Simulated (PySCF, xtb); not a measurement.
Pb(F)(NH2) (FH2NPb), SMILES [NH2][Pb][F] (connectivity only; charge and spin as stated), neutral, multiplicity 1. Other conformers were not sampled.

Harmonic wavenumbers (cm⁻¹) from GFN2-xTB (xtb) at its own minimum, in rising order: 117, 355, 373, 497, 505, 591, 1528, 3491, 3524.

**Question.** What does B3LYP-D3(BJ)/def2-TZVP (PySCF) give at its own minimum? (An estimate is asked for; the answer gives what the named calculation found.)

**Answer.** 152, 284, 428, 496, 542, 590, 1520, 3522, 3640. Paired by order, the mean absolute difference is 39 cm⁻¹ and the zero-point energies are 15.7 and 16.0 kcal/mol.
